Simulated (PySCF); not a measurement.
Input of a run (PBE0-D3(BJ)/def2-SVP geometry optimisation, gas phase (PySCF 2.14.0)), started from a GFN2-xTB structure with every atom displaced at random (by about 0.01 Å):
```
{"job": {"xc": "PBE0", "basis": "def2-SVP", "d3": "d3bj", "grid": 1, "shake": 0.01, "kind": "geom"}, "charge": 0, "multiplicity": 1}
C     -1.079800    -0.230460    -0.068130
Ge     0.838120     0.066880     0.205300
Cl     1.951400    -1.284040    -0.967400
Br     1.400500     2.208300    -0.460710
H     -1.337890    -0.087930    -1.138360
H     -1.385320    -1.204310     0.227640
H     -1.672060     0.511150     0.499780
H      1.340180     0.001280     1.649410
```

Output (energies in Eh, forces in Eh/bohr):
```
step   0  E = -5150.46703904  max force = 0.031253
step   1  E = -5150.46885804  max force = 0.010304
step   2  E = -5150.46955489  max force = 0.003535
step   3  E = -5150.46974594  max force = 0.001161
step   4  E = -5150.46978203  max force = 0.001356
step   5  E = -5150.46976913  max force = 0.001381
step   6  E = -5150.46974142  max force = 0.001096
step   7  E = -5150.46977684  max force = 0.000918
step   8  E = -5150.46981120  max force = 0.000784
step   9  E = -5150.46982133  max force = 0.000761
step  10  E = -5150.46982605  max force = 0.000501
step  11  E = -5150.46983147  max force = 0.000307
optimisation converged
```

Question: Summarise the run.

Answer: The energy falls by 1.8 kcal/mol over 12 energy and gradient evaluations, the largest force component goes from 0.0313 to 3.1e-04 Eh/bohr, and the atoms move by 0.055 Å rms after alignment. The bond that changes most is Ge2–Cl3 (ends: germanium bonded to Br, C, Cl and H; chlorine bonded to Ge), which lengthens by 0.053 Å. Bonds longer at the end by more than 0.005 Å: 2 of 7; shorter: 4. Among the angles that change most is Br4–Ge2–H8, from 103.4° to 107.8°. The energy rose by more than 1e-6 Eh at steps 5 and 6. The first step brought 65 % of the lowering.

Question: What are the final bond lengths?

Answer: C1–Ge2 1.931 Å, Ge2–Cl3 2.160 Å, Ge2–Br4 2.304 Å, C1–H5 1.098 Å, C1–H6 1.099 Å, C1–H7 1.099 Å, Ge2–H8 1.534 Å. Numbering counts from 1 in the input's order; the species is `[CH3][Ge@@H]([Cl])[Br]`.

The run used 116 basis functions and 70 SCF cycles in all. The run took 86 s wall on one thread of an Arm Neoverse V1, shared host, and the process peaked at 0.49 GiB of memory.

PBE0-D3(BJ)/def2-SVP frequencies: not computed here.
